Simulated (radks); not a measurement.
Problem. The table gives one normalised radial function P(r) = r R(r) of Xe+ in [Kr] 4d10 5s2 5p5 (r in bohr). Method: scalar-relativistic Kohn-Sham, LDA (Slater exchange, VWN5 correlation), spin-polarised, spherical densities, finite nucleus; open shells are filled with parallel spins first (spin-orbit coupling, left out, can overturn this in heavy ions); Fermi nuclear charge, rms radius 4.7859 fm; computed with a radial shooting solver on a logarithmic mesh with Libxc functionals.

r	P
0.001082	0.0283
0.001721	0.0418
0.002738	0.0602
0.004354	0.0836
0.006925	0.1088
0.01101	0.1258
0.01738	0.1144
0.02764	0.0457
0.04396	-0.0877
0.06991	-0.2016
0.1112	-0.1041
0.1768	0.2157
0.2812	0.2257
0.4437	-0.3056
0.7057	-0.3134
1.122	0.5429
1.785	0.8421
2.839	0.3786
4.515	0.0544
7.181	0.0016
11.33	0.0000

Which n and l does it have? It may be an empty orbital.

Solution. n = 5, l = 0: the number of nodes gives n - l - 1 = 4, the rise at small r (about r^(l+1), flatter next to the nucleus through relativity) gives l, and the extent must fit the shell. The curve is that of 5s down; the table hardly tells the two spins apart. 5s down: eigenvalue -29.015 eV, 4 radial nodes at r = 0.0331, 0.131, 0.349, 0.852 bohr, <r> = 1.82 bohr, 90 % of the charge inside 2.64 bohr.
